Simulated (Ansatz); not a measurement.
Start from `O=C=[N][InH][Cl]` and change one atom or group to get `O=C=[N][SnH2][F]`.

Ansatz, PBE0-D4/def2-TZVP geometries, multiplicity 1. Each molecule was computed in one conformer, which needn't be the lowest.

Elements past krypton have def2 core potentials.

| property | `O=C=[N][InH][Cl]` |
| --- | --- |
| LUMO energy (ωB97M-V/def2-TZVPP) / eV | -0.50 |
| LUMO energy (PBE/def2-TZVPP) / eV | -2.75 |
| HOMO energy (ωB97M-V/def2-TZVPP) / eV | -10.77 |
| size of the dipole moment (PBE/def2-TZVPP) / D | 3.38 |
| HOMO–LUMO gap (PBE0/def2-TZVPP) / eV | 6.51 |
| LUMO energy (PBE0/def2-TZVPP) / eV | -2.05 |

Give the same properties after the change, and the shifts. (Estimate.)

The calculation gave: 
```csv
property,`O=C=[N][SnH2][F]`,shift
LUMO energy (ωB97M-V/def2-TZVPP) / eV,0.61,1.11
LUMO energy (PBE/def2-TZVPP) / eV,-2.00,0.75
HOMO energy (ωB97M-V/def2-TZVPP) / eV,-10.87,-0.10
size of the dipole moment (PBE/def2-TZVPP) / D,3.66,0.28
HOMO–LUMO gap (PBE0/def2-TZVPP) / eV,7.56,1.05
LUMO energy (PBE0/def2-TZVPP) / eV,-1.07,0.98
```

With PBE0 the HOMO falls by 0.08 eV and the LUMO rises by 0.98 eV, so the gap widens by about 1.06 eV. PBE moves the HOMO by -0.03 eV and ωB97M-V by -0.10 eV. Dipoles are sizes alone; their direction can turn.
